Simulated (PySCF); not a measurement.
## Ionising InN

PBE; PySCF, scalar-relativistic core potentials, basis sets In def2-TZVPPD with ECP28, N def2-TZVPPD. Neutral (UKS): triplet (π ↑↑), Re = 2.244 Å, ωe = 418 cm⁻¹, De = 2.22 eV, HOMO -4.52 eV, LUMO -3.81 eV.

InN⁺ (UKS): quartet (σ ↑, π ↑↑), Re = 2.669 Å, ωe = 121 cm⁻¹, De = 0.19 eV to In⁺ + N. The energies at the minima are -244.73124 hartree for InN and -244.45148 for InN⁺.

Q: Work out the adiabatic ionisation energy, without and with harmonic zero-point energies (1 hartree = 27.2114 eV, 1 eV = 8065.5 cm⁻¹), and the change of the bond length.

A: At PBE: 0.27976 hartree = 7.613 eV between the minima; the zero-point term (121.0 − 418.0)/2 cm⁻¹ = -0.018 eV makes it 7.594 eV. Re changes by +42.5 pm against the neutral. The electron leaves a σ orbital, and the ion is left as a loose complex of an ion and an atom.

InN⁻ (UKS): doublet (π ↑), Re = 2.059 Å, ωe = 556 cm⁻¹, De = 3.29 eV to In⁻ + N. The energies at the minima are -244.73124 hartree for InN and -244.78440 for InN⁻.

Q: Work out the adiabatic electron affinity, without and with harmonic zero-point energies (1 hartree = 27.2114 eV, 1 eV = 8065.5 cm⁻¹), and the change of the bond length.

A: At PBE: 0.05316 hartree = 1.447 eV between the minima; the zero-point term (418.0 − 556.0)/2 cm⁻¹ = -0.009 eV makes it 1.438 eV. Re changes by -18.5 pm against the neutral. The electron enters a π orbital; the charge polarises the partner, so the anion is bound more strongly.

Weak bonds: InN⁺. Basis-set superposition, not corrected here, can be much of De in a small basis, most of all at correlated wavefunction levels. Spin–orbit coupling is left out, which matters for elements this heavy, above all for dissociation energies. For an ion De counts to the pair picked by the measured ionisation energies or electron affinities, which need not be the lowest pair at this level. The highest Kohn–Sham level is positive in this anion. Much of that is self-interaction error, but it also means that the finite basis helps to hold the extra electron. States were picked by a PBE0 search and need not be the measured ground states.
